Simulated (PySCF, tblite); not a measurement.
C5H8O4Si.
Structure used (GFN2-xTB), in Å, numbered top down from 1:
```xyz
18
C5H8O4Si angstrom
C      3.3774   -0.4310   -0.0243
Si     2.1570    0.7579   -0.8589
C      0.6484    0.8862    0.3210
O      0.6067    1.4551    1.3781
O     -0.4089    0.2204   -0.1994
C     -1.5840    0.1362    0.5644
O     -1.9387   -1.2017    0.8888
C     -3.1661   -1.1532    0.1513
C     -2.8721    0.2767   -0.2420
O     -3.3869    1.1231   -0.9006
H      4.2920   -0.5271   -0.6023
H      2.9491   -1.4249    0.0852
H      3.6467   -0.0782    0.9687
H      2.7151    2.1071   -0.9728
H      1.6572    0.2505   -2.1357
H     -1.4765    0.7758    1.4549
H     -3.1837   -1.8671   -0.6768
H     -4.0415   -1.2996    0.7887
```

Level of theory: PBE0/pcSseg-1 in PySCF (dipole) on a GFN2-xTB geometry, gas phase.

Masses are those of the commonest isotopes; rigid-rotor values at the optimised geometry. The values belong to one conformer with, in the numbering `[CH3:1][SiH2:2][C:3](=[O:4])[O:5][C@@H:6]1[O:7][CH2:8][C:9]1=[O:10]`, C1–Si2–C3–O4 72°, Si2–C3–O5–C6 176°, C3–O5–C6–O7 -118°.

**Question.** What are A, B and C (MHz)?

**Answer.** Ia = 207.75, Ib = 925.87, Ic = 967.19 u·Å²; 505379 MHz·u·Å²/I gives A = 2433, B = 545.8, C = 522.5 MHz.

**Question.** Classify the top.

**Answer.** A near-prolate asymmetric top. Ray's parameter κ = (2B − A − C)/(A − C) = -0.976; −1 is the prolate and +1 the oblate limit.

**Question.** Is it planar, by Δ = Ic − Ia − Ib?

**Answer.** Not planar: Δ = Ic − Ia − Ib = -166.44 u·Å². For a rigid frame Δ = −2 Σ m c², so Σ m c² = 83.22 u·Å² lies off the ab plane: 10.56 from hydrogen and 72.66 from heavier atoms. The atom farthest from that plane is 1.94 Å away.

**Question.** Give the other two planar moments, Paa and Pbb, and the rms extents of the mass along the axes.

**Answer.** Paa = Σ m a² = (Ib + Ic − Ia)/2 = 842.65 and Pbb = Σ m b² = (Ia + Ic − Ib)/2 = 124.53 u·Å². With the mass M = 160.02 u, the rms extents √(P/M) along a, b and c are 2.29, 0.88, 0.72 Å.

**Question.** Where do the levels up to J = 5 lie, in MHz?

**Answer.** Above 0(0,0):
J = 1: 1(0,1) 1068, 1(1,1) 2955, 1(1,0) 2978
J = 2: 2(0,2) 3205, 2(1,2) 5069, 2(1,1) 5138, 2(2,1) 10799, 2(2,0) 10799
J = 3: 3(0,3) 6409, 3(1,3) 8239, 3(1,2) 8378, 3(2,2) 14004, 3(2,1) 14005, 3(3,1) 23496, 3(3,0) 23496
J = 4: 4(0,4) 10680, 4(1,4) 12465, 4(1,3) 12698, 4(2,3) 18277, 4(2,2) 18280, 4(3,2) 27770, 4(3,1) 27770, 4(4,1) 41058, 4(4,0) 41058
J = 5: 5(0,5) 16018, 5(1,5) 17748, 5(1,4) 18097, 5(2,4) 23618, 5(2,3) 23626, 5(3,3) 33112, 5(3,2) 33112, 5(4,2) 46401, 5(4,1) 46401, 5(5,1) 63486, 5(5,0) 63486

**Question.** Which lines would a microwave search look for?

**Answer.** The dipole components are |μa| = 0.53 D, |μb| = 1.43 D, |μc| = 1.59 D. The squared components, which scale the intensities, stand as 0.11 : 0.80 : 1.00 (a : b : c). Some lines, for components of 0.1 D or more:

| type | branch | J(Ka,Kc) | MHz | lower level (cm⁻¹) |
| --- | --- | --- | --- | --- |
| a | R | 1(0,1) ← 0(0,0) | 1068 | 0.000 |
| c | Q | 2(1,2) ← 2(0,2) | 1864 | 0.107 |
| c | Q | 1(1,1) ← 1(0,1) | 1887 | 0.036 |
| b | Q | 1(1,0) ← 1(0,1) | 1910 | 0.036 |
| b | Q | 2(1,1) ← 2(0,2) | 1934 | 0.107 |
| a | R | 2(1,2) ← 1(1,1) | 2113 | 0.099 |
| a | R | 2(0,2) ← 1(0,1) | 2137 | 0.036 |
| a | R | 2(1,1) ← 1(1,0) | 2160 | 0.099 |
| b | R | 1(1,1) ← 0(0,0) | 2955 | 0.000 |
| c | R | 1(1,0) ← 0(0,0) | 2978 | 0.000 |
| b | R | 2(1,2) ← 1(0,1) | 4000 | 0.036 |
| c | R | 2(1,1) ← 1(0,1) | 4070 | 0.036 |
| c | Q | 2(2,1) ← 2(1,1) | 5660 | 0.171 |
| b | Q | 2(2,0) ← 2(1,1) | 5660 | 0.171 |
| b | Q | 2(2,1) ← 2(1,2) | 5730 | 0.169 |
| b | R | 2(2,1) ← 1(1,0) | 7820 | 0.099 |
| c | R | 2(2,0) ← 1(1,0) | 7821 | 0.099 |
| c | R | 2(2,1) ← 1(1,1) | 7844 | 0.099 |
| b | R | 2(2,0) ← 1(1,1) | 7844 | 0.099 |

**Question.** Estimate the classical rotational partition function at 10 K, 25 K and 100 K.

**Answer.** Point group C1, symmetry number σ = 1; q = (√π/σ)·√((kT/h)³/(ABC)), k/h = 20836.6 MHz/K: 6400 at 10 K, 25300 at 25 K, 202000 at 100 K.

Its lowest GFN2-xTB frequency is 12i cm⁻¹, too small to tell a flat minimum from a shallow saddle. No vibrational averaging or centrifugal distortion is included, and the geometry carries the error of its method. A rigid rotor knows nothing of internal rotation, which can split or shift real lines.
